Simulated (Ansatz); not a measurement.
C2H5Cl2Si, SMILES [CH2][Si](C)(Cl)Cl, multiplicity 2.

The structure is a stationary point at PBE-D3(BJ)/def2-SVP. The isomer is the one that the SMILES or the coordinates give; other isomers of the formula were not compared.

Two levels are set side by side: PBE/def2-SVPD (Ansatz, a quantum-chemistry and plane-wave program) and CAM-B3LYP/def2-SVPD (Ansatz). Energy differences of separate SCF runs at the same geometry; the states with an electron removed or added have multiplicity 1 and 1. Differences are taken from unrounded values.

```
quantity                         CAM-B3LYP
-------------------------------  ---------
vertical ionisation energy (eV)       9.84
vertical electron affinity (eV)       1.26
```

**Question.** What does PBE give, and how far is it from CAM-B3LYP? (An estimate is asked for; the answer gives what the named calculation found.)

**Answer.** 
| quantity | PBE | PBE minus CAM-B3LYP |
|---|---|---|
| vertical ionisation energy (eV) | 9.37 | -0.48 |
| vertical electron affinity (eV) | 1.34 | 0.08 |
